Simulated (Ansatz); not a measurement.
Ansatz (a quantum-chemistry and plane-wave program) input (HF/3-21G): The .json file is the Basis Set Exchange's 3-21G.

Ansatz 0.2 input:
```yaml
crystal:
  periodic: [false, false, false]
  atoms:
    - {symbol: Ag, position_ang: [-0.00000000, -0.00000000, -0.40290772]}
    - {symbol: F, position_ang: [0.00000000, 0.00000000, 2.10407367]}
basis:
  gaussian:
    orbitals: 3-21G.json
hamiltonian:
  xc: {name: HF}
total_charge: 1
magnetization: {spin_polarized: true, initial_magnetization: 1}
phonons: {temperatures: {t_min: 298.15, t_max: 298.15, t_step: 100}}
```

Which harmonic wavenumbers does it give?

198 cm⁻¹ (unscaled; negative means imaginary).
